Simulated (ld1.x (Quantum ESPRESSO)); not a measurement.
# hydrogen (H): one change to a TM potential, before and after

hydrogen (H), norm-conserving Troullier–Martins (Kleinman–Bylander form), made with ld1.x (Quantum ESPRESSO) 7.5 (revPBE, scalar-relativistic). Core none, reference 1s1. Waves: 2p channel at 0.05 Ry: rc 1.05 bohr; 1s (bound): rc 1.40 bohr. Local part: the s channel. Core correction: none.

All-electron outer shells of the reference configuration (revPBE, scalar-relativistic, ld1.x):

| shell | level (eV) | outermost node (bohr) | outermost maximum (bohr) |
| --- | --- | --- | --- |
| 1s | -6.54 | – | 1.03 |

Change: all radii scaled by about 1.25 (s 1.74, p 1.32 bohr).

Cutoffs: the cutoffs (Ry, on a coarse ladder) from which the occupation-weighted sum of valence levels, in a spherical-Bessel basis at the reference potential, stays within 10 and 1 mRy of its value at 400 Ry; they do not see the model core or the augmentation charge, which bear on the density cutoff. Errors are all-electron minus pseudo energies relative to the spin-unpolarised reference configuration.

Predict the effect on cutoff, ghosts and configuration errors.

The potential gets softer (18 Ry and 30 Ry → 15 Ry and 21 Ry); neither file shows a bound ghost. A larger radius leaves more room for a smooth pseudo-wave, so fewer plane waves are needed.

```csv
quantity,base,changed
"cutoff, loose",18 Ry,15 Ry
"cutoff, tight",30 Ry,21 Ry
bound ghosts,none,none
"error for 1s0.5, meV [ΔE 4.81 eV]",+2.2,+6.0
```
